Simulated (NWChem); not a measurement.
System: dimethyl carbonate (C$_{3}$H$_{6}$O$_{3}$); SMILES COC(=O)OC

NWChem printed, in part:

```
             Northwest Computational Chemistry Package (NWChem) 7.3.0
             --------------------------------------------------------

                             Geometry "geometry" -> ""
                             -------------------------

 Output coordinates in angstroms (scale by  1.889725989 to convert to a.u.)

  No.       Tag          Charge          X              Y              Z
 ---- ---------------- ---------- -------------- -------------- --------------
    1 C                    6.0000    -2.31585600    -0.00166500    -0.01908900
    2 O                    8.0000    -1.07777900    -0.00085800    -0.70406100
    3 C                    6.0000     0.00000000     0.00000000     0.07217800
    4 O                    8.0000     0.00000000     0.00000000     1.27453300
    5 O                    8.0000     1.07777900     0.00085800    -0.70406100
    6 C                    6.0000     2.31585600     0.00166500    -0.01908900
    7 H                    1.0000    -2.41781600     0.89226100     0.61416400
    8 H                    1.0000    -3.09266100    -0.00537000    -0.79260300
    9 H                    1.0000    -2.41409800    -0.89266300     0.61884400
   10 H                    1.0000     3.09266100     0.00537000    -0.79260300
   11 H                    1.0000     2.41781600    -0.89226100     0.61416400
   12 H                    1.0000     2.41409800     0.89266300     0.61884400

 Effective nuclear repulsion energy (a.u.)     253.4105192478

                                 NWChem DFT Module
                                 -----------------

 Summary of "ao basis" -> "ao basis" (spherical)
 ------------------------------------------------------------------------------
       Tag                 Description            Shells   Functions and Types
 ---------------- ------------------------------  ------  ---------------------
 C                          def2-svp                 6       14   3s2p1d
 O                          def2-svp                 6       14   3s2p1d
 H                          def2-svp                 3        5   2s1p

 in cosmo_initialize ...
 calling solv_data for solv:anisole

 solvent parameters
 solvname_short: anisole
 solvname_long:  anisole
 dielec:        4.2247
 dielecinf:     2.3025
 nonaqueous SMD model solvent descriptors
 dielec:        4.2247
 sola:          0.0000
 solb:          0.2900
 solc:          0.7500
 solg:         50.5200
 solh:          0.0000
 soln:          1.5174

          ---------------
          -cosmo- solvent
          ---------------
 Cosmo: York-Karplus, doi: 10.1021/jp992097l
 dielectric constant -eps-     =   4.22
 screen = (eps-1)/(eps    )    =   0.76330
 surface charge correction     = lagrangian

   van der Waals surface
 --------------------------

[...]

                                COSMO-SMD solvation results
                                ---------------------------

             internal energy in gas <Psi(g)|H|Psi(g)> =      -342.977459249672
         internal energy in solvent <Psi(s)|H|Psi(s)> =      -342.977143546874
                               delta internal energy  =         0.000315702798 (    0.20 kcal/mol)
   total free energy in solvent <Psi(s)|H+V/2|Psi(s)> =      -342.982843714407
 polarization energy contribution <Psi(s)|V/2|Psi(s)> =        -0.005700167533 (   -3.58 kcal/mol)
    total free energy in solvent including G(SMD-CDS) =      -342.982905944344
                       G(SMD-CDS) energy contribution =        -0.000062229937 (   -0.04 kcal/mol)
     1 M fixed-concentration free energy of solvation =        -0.005446694671 (   -3.42 kcal/mol)

                       DFT Final Molecular Orbital Analysis
                       ------------------------------------

 Vector   22  Occ=2.000000D+00  E=-3.233452D-01
              MO Center= -8.5D-08, -2.4D-09,  4.0D-01, r^2= 2.7D+00
   Bfn.  Coefficient  Atom+Function         Bfn.  Coefficient  Atom+Function
  ----- ------------  ---------------      ----- ------------  ---------------
    47      0.438186   4 O  py               50      0.329996   4 O  py
    19     -0.296357   2 O  py               61     -0.296357   5 O  py
    22     -0.233441   2 O  py               64     -0.233441   5 O  py
    85      0.101269   7 H  s                95     -0.100979   9 H  s
   105     -0.101269  11 H  s               110      0.100979  12 H  s

 Vector   23  Occ=2.000000D+00  E=-3.162584D-01
              MO Center=  8.3D-08,  3.3D-09, -3.2D-01, r^2= 3.8D+00
   Bfn.  Coefficient  Atom+Function         Bfn.  Coefficient  Atom+Function
  ----- ------------  ---------------      ----- ------------  ---------------
    19      0.399528   2 O  py               61     -0.399528   5 O  py
    22      0.305225   2 O  py               64     -0.305225   5 O  py
     5     -0.173712   1 C  py               75      0.173712   6 C  py
    85     -0.164594   7 H  s                95      0.164094   9 H  s
   105     -0.164594  11 H  s               110      0.164094  12 H  s

 Vector   24  Occ=2.000000D+00  E=-3.057859D-01
              MO Center=  1.4D-08,  9.7D-10,  7.6D-01, r^2= 1.7D+00
   Bfn.  Coefficient  Atom+Function         Bfn.  Coefficient  Atom+Function
  ----- ------------  ---------------      ----- ------------  ---------------
    46      0.567733   4 O  px               49      0.402634   4 O  px
    20      0.233323   2 O  pz               62     -0.233324   5 O  pz
    23      0.185122   2 O  pz               65     -0.185122   5 O  pz
    35      0.089915   3 C  px               18      0.067724   2 O  px
    60      0.067724   5 O  px               41     -0.054673   3 C  d  1

 Vector   25  Occ=0.000000D+00  E= 4.928213D-02
              MO Center=  8.8D-10, -2.0D-09,  2.6D-01, r^2= 2.1D+00
   Bfn.  Coefficient  Atom+Function         Bfn.  Coefficient  Atom+Function
  ----- ------------  ---------------      ----- ------------  ---------------
    33      0.595816   3 C  py               36      0.561693   3 C  py
    50     -0.414145   4 O  py               47     -0.375542   4 O  py
    19     -0.232383   2 O  py               61     -0.232383   5 O  py
    22     -0.229978   2 O  py               64     -0.229978   5 O  py
    86      0.221825   7 H  s               106     -0.221825  11 H  s

 Vector   26  Occ=0.000000D+00  E= 8.716648D-02
              MO Center= -1.0D-07, -1.3D-08,  3.3D-01, r^2= 9.4D+00
   Bfn.  Coefficient  Atom+Function         Bfn.  Coefficient  Atom+Function
  ----- ------------  ---------------      ----- ------------  ---------------
     3      1.514640   1 C  s                73      1.514640   6 C  s
    31     -0.893119   3 C  s                86     -0.834042   7 H  s
    96     -0.833150   9 H  s               106     -0.834042  11 H  s
   111     -0.833149  12 H  s                91     -0.581420   8 H  s
   101     -0.581420  10 H  s                17      0.364173   2 O  s

 Vector   27  Occ=0.000000D+00  E= 1.036782D-01
              MO Center=  1.3D-07,  3.7D-08,  2.0D-01, r^2= 1.2D+01
   Bfn.  Coefficient  Atom+Function         Bfn.  Coefficient  Atom+Function
  ----- ------------  ---------------      ----- ------------  ---------------
     3      1.812625   1 C  s                73     -1.812625   6 C  s
    86     -0.887230   7 H  s                96     -0.885954   9 H  s
   106      0.887230  11 H  s               111      0.885955  12 H  s
    91     -0.864545   8 H  s               101      0.864544  10 H  s
     7     -0.290244   1 C  px               77     -0.290244   6 C  px

     Multipole analysis of the density
     ---------------------------------

     L   x y z        total         alpha         beta         nuclear
     -   - - -        -----         -----         ----         -------
     0   0 0 0     -0.000000    -24.000000    -24.000000     48.000000

     1   1 0 0     -0.000000     -0.000000     -0.000000      0.000000
     1   0 1 0     -0.000000     -0.000000     -0.000000      0.000000
     1   0 0 1     -0.136610     -0.083515     -0.083515      0.030421

     2   2 0 0    -17.171563   -232.528118   -232.528118    447.884672
     2   1 1 0      0.006594     -0.156665     -0.156665      0.319924
     2   1 0 1      0.000000      0.000000      0.000000      0.000000
     2   0 2 0    -25.161971    -18.269792    -18.269792     11.377613
     2   0 1 1      0.000000      0.000000      0.000000      0.000000
     2   0 0 2    -30.373085    -57.573479    -57.573479     84.773873
```

Level: PBE0/def2-SVP, SMD on the gas-phase geometry. All runs use the structure optimised with PBE0/def2-SVP. Solvent: anisole.

Reconstruct the input file.

One answer among several that fit: the input that was run:
```
start job
memory heap 200 mb stack 900 mb global 1100 mb
geometry units angstroms noautosym nocenter noautoz
  C     -2.315856    -0.001665    -0.019089
  O     -1.077779    -0.000858    -0.704061
  C      0.000000     0.000000     0.072178
  O      0.000000     0.000000     1.274533
  O      1.077779     0.000858    -0.704061
  C      2.315856     0.001665    -0.019089
  H     -2.417816     0.892261     0.614164
  H     -3.092661    -0.005370    -0.792603
  H     -2.414098    -0.892663     0.618844
  H      3.092661     0.005370    -0.792603
  H      2.417816    -0.892261     0.614164
  H      2.414098     0.892663     0.618844
end
basis spherical
  * library def2-svp
end
dft
  xc pbe0
  iterations 150
end
cosmo
  do_cosmo_smd true
  solvent anisole
end
task dft energy
```
